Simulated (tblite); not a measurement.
Compound: C6H14OP2.
Numbering: `[CH3:1][P@@H:2](=[O:3])[CH2:4][PH:5][CH:6]1[CH2:7][CH2:8][CH2:9]1` (hydrogens: H10, H11, H12 on C1; H13 on P2; H14, H15 on C4; H16 on P5; H17 on C6; H18, H19 on C7; H20, H21 on C8; H22, H23 on C9)

Computed with GFN2-xTB (tblite), gas phase: L-BFGS steps from a force-field or distance-geometry start until the largest atomic force falls under 0.01 eV/Å.

Step 161: E = -792.3758 eV
```
atom  x, y, z in Å  |  force x, y, z in eV/Å
C1      3.7385    0.3316   -0.2953   -0.035   0.005   0.001
P2      2.3771    0.0286    0.8771    0.006   0.001  -0.018
O3      1.8143    1.2377    1.4790   -0.004  -0.007   0.021
C4      1.1602   -1.0692    0.0579    0.013  -0.014   0.010
P5      0.2173   -0.0723   -1.2044    0.029  -0.056  -0.032
C6     -1.1298    0.5722   -0.1140   -0.021   0.016   0.012
C7     -2.3942    1.0418   -0.8591   -0.020   0.006  -0.027
C8     -3.2535    0.1863    0.0829    0.032  -0.002  -0.004
C9     -1.9847   -0.4341    0.6848    0.024   0.015   0.022
H10     4.5100    0.8826    0.2427   -0.011  -0.019  -0.018
H11     3.3668    0.9589   -1.1056   -0.029  -0.030  -0.001
H12     4.1441   -0.5969   -0.6884   -0.009   0.053  -0.001
H13     2.9611   -0.8441    1.8041   -0.003   0.023   0.014
H14     0.4919   -1.4758    0.8206   -0.004  -0.014   0.002
H15     1.6902   -1.8808   -0.4435   -0.012  -0.005   0.006
H16    -0.5239   -1.1734   -1.6678    0.032  -0.003  -0.012
H17    -0.6932    1.3545    0.5103    0.002  -0.005   0.050
H18    -2.4289    0.7124   -1.8977   -0.005  -0.028   0.001
H19    -2.5843    2.1111   -0.8306   -0.008   0.042   0.012
H20    -3.9270   -0.5169   -0.4034    0.006   0.015  -0.017
H21    -3.8202    0.7751    0.8009    0.001   0.010  -0.011
H22    -1.8998   -0.3546    1.7666    0.028  -0.018   0.008
H23    -1.8367   -1.4749    0.3930   -0.014   0.016  -0.020
```

Step 162: E = -792.3767 eV
```
atom  x, y, z in Å  |  force x, y, z in eV/Å
C1      3.7326    0.3343   -0.2938   -0.028   0.022  -0.002
P2      2.3741    0.0278    0.8805   -0.006  -0.004  -0.046
O3      1.8090    1.2355    1.4830    0.002  -0.018   0.026
C4      1.1595   -1.0709    0.0577    0.026  -0.028   0.011
P5      0.2203   -0.0747   -1.2067    0.011  -0.054  -0.027
C6     -1.1258    0.5701   -0.1162   -0.037   0.025   0.020
C7     -2.3908    1.0400   -0.8602   -0.011   0.027  -0.034
C8     -3.2499    0.1897    0.0861    0.014   0.005  -0.017
C9     -1.9813   -0.4348    0.6839    0.013   0.018   0.027
H10     4.5026    0.8908    0.2411   -0.013  -0.022  -0.016
H11     3.3556    0.9586   -1.1039   -0.026  -0.032  -0.003
H12     4.1427   -0.5923   -0.6864   -0.011   0.048  -0.001
H13     2.9609   -0.8465    1.8036   -0.005   0.024   0.028
H14     0.4916   -1.4824    0.8173   -0.020  -0.004   0.013
H15     1.6905   -1.8816   -0.4436    0.007  -0.008  -0.001
H16    -0.5264   -1.1726   -1.6695    0.046  -0.009  -0.014
H17    -0.6897    1.3522    0.5090    0.000  -0.007   0.042
H18    -2.4295    0.7079   -1.8977    0.002  -0.042  -0.001
H19    -2.5772    2.1102   -0.8381   -0.012   0.045   0.029
H20    -3.9278   -0.5101   -0.3995    0.009   0.011  -0.004
H21    -3.8131    0.7817    0.8048    0.012   0.003  -0.015
H22    -1.8941   -0.3568    1.7655    0.032  -0.010   0.019
H23    -1.8386   -1.4762    0.3930   -0.006   0.010  -0.036
```

Step 163: E = -792.3779 eV
```
atom  x, y, z in Å  |  force x, y, z in eV/Å
C1      3.7235    0.3392   -0.2907   -0.008   0.033  -0.013
P2      2.3687    0.0260    0.8844   -0.004  -0.037  -0.067
O3      1.8008    1.2309    1.4891   -0.008  -0.005   0.042
C4      1.1588   -1.0752    0.0575    0.038  -0.054   0.002
P5      0.2242   -0.0816   -1.2110   -0.020  -0.029  -0.006
C6     -1.1203    0.5681   -0.1207   -0.038   0.030   0.019
C7     -2.3868    1.0389   -0.8625    0.006   0.041  -0.033
C8     -3.2443    0.1947    0.0904   -0.017   0.020  -0.028
C9     -1.9756   -0.4343    0.6829   -0.007   0.014   0.023
H10     4.4910    0.9026    0.2405   -0.018  -0.018  -0.012
H11     3.3397    0.9584   -1.1015   -0.025  -0.023  -0.008
H12     4.1411   -0.5838   -0.6832   -0.014   0.034  -0.002
H13     2.9596   -0.8499    1.8028   -0.007   0.026   0.042
H14     0.4913   -1.4941    0.8134   -0.030   0.012   0.016
H15     1.6930   -1.8835   -0.4446    0.021  -0.005   0.003
H16    -0.5300   -1.1750   -1.6708    0.056  -0.024  -0.018
H17    -0.6836    1.3499    0.5053   -0.004  -0.015   0.022
H18    -2.4325    0.7030   -1.8988    0.015  -0.047   0.011
H19    -2.5680    2.1103   -0.8458   -0.017   0.038   0.037
H20    -3.9286   -0.5008   -0.3935    0.020   0.008   0.015
H21    -3.8026    0.7909    0.8102    0.025  -0.006  -0.023
H22    -1.8837   -0.3580    1.7641    0.033  -0.002   0.024
H23    -1.8405   -1.4768    0.3924    0.005   0.010  -0.047
```

**Question.** Estimate the geometry and energy of step 164. (The exact step hangs on the optimiser's Hessian estimate; all steps are aligned on step 163, rigid shifts and turns removed.)

**Answer.** E = -792.3793 eV, largest force 0.079 eV/Å
```
atom  x, y, z in Å  |  force x, y, z in eV/Å
C1      3.7114    0.3469   -0.2875    0.012   0.031  -0.027
P2      2.3612    0.0226    0.8878   -0.012  -0.025  -0.042
O3      1.7873    1.2229    1.4970    0.001  -0.034   0.029
C4      1.1584   -1.0832    0.0572    0.026  -0.056  -0.004
P5      0.2286   -0.0924   -1.2162   -0.049   0.019   0.025
C6     -1.1140    0.5660   -0.1266   -0.020   0.028   0.013
C7     -2.3816    1.0388   -0.8662    0.024   0.049  -0.004
C8     -3.2369    0.2008    0.0946   -0.049   0.041  -0.034
C9     -1.9684   -0.4330    0.6822   -0.025   0.012   0.011
H10     4.4759    0.9170    0.2401   -0.021  -0.005  -0.005
H11     3.3194    0.9598   -1.0985   -0.023  -0.008  -0.018
H12     4.1381   -0.5717   -0.6800   -0.019   0.016  -0.005
H13     2.9577   -0.8538    1.8022   -0.009   0.028   0.047
H14     0.4924   -1.5086    0.8107   -0.045   0.024   0.015
H15     1.6951   -1.8879   -0.4462    0.051  -0.023  -0.001
H16    -0.5336   -1.1801   -1.6718    0.054  -0.052  -0.025
H17    -0.6752    1.3470    0.4998   -0.007  -0.020  -0.001
H18    -2.4352    0.6989   -1.9010    0.026  -0.045   0.020
H19    -2.5576    2.1117   -0.8522   -0.018   0.016   0.035
H20    -3.9284   -0.4902   -0.3861    0.029   0.001   0.031
H21    -3.7888    0.8022    0.8156    0.032  -0.013  -0.027
H22    -1.8697   -0.3574    1.7629    0.026   0.005   0.018
H23    -1.8411   -1.4766    0.3920    0.014   0.011  -0.052
```

The energy changes by -0.0014 eV. The first-order estimate −F·Δx gives -0.0020 eV and the mean of the old and new forces, exact on a quadratic surface, -0.0015 eV. The step makes an angle of 81° with the force vector and moves no atom by more than 0.021 Å.
